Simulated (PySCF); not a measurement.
**Tl⁶⁴⁺: ionisation energy**

Tl⁶⁴⁺ [Ne] 3s2 3p5 [3p1/2^2 3p3/2^3, M_J = 3/2] → Tl⁶⁵⁺ [Ne] 3s2 3p4 [3p1/2^2 3p3/2^2, M_J = 2], as a difference of total energies. Computed with PySCF 2.14 in an even-tempered Gaussian basis (17 s from 21 bohr⁻², ratio 2.4; 14 p from 28 bohr⁻², ratio 2.4; 4 d from 98 bohr⁻², ratio 2.6; 4 f from 150 bohr⁻², ratio 2.6), with the two-component X2C-1e Hamiltonian. Correlated levels: 1s2 frozen; the 46 highest virtual spinors dropped. "Screened" scales the spin-orbit matrix elements by Boettger's factors to mimic the two-electron term; Breit and QED terms are absent.

```
                    method  ionisation energy (eV)
           GHF (spin-free)                  7438.0
          GMP2 (spin-free)                  7439.2
 GHF (screened spin-orbit)                  7285.8
GMP2 (screened spin-orbit)                  7287.0
```

Breit and QED terms and the two-electron picture change are absent.

The spin-free rows relax to the high-spin LS determinant and lack the spin-orbit shift.

The labels give the starting determinants; with spin-orbit coupling the two ends relaxed to ⟨J²⟩ = 3.75, ⟨L²⟩ = 2.07, ⟨S²⟩ = 0.82 and ⟨J²⟩ = 6.00, ⟨L²⟩ = 3.33, ⟨S²⟩ = 1.42.

For comparison: 7281 ± 24 eV (theoretical estimate listed by NIST; NIST Atomic Spectra Database, ionization energies).
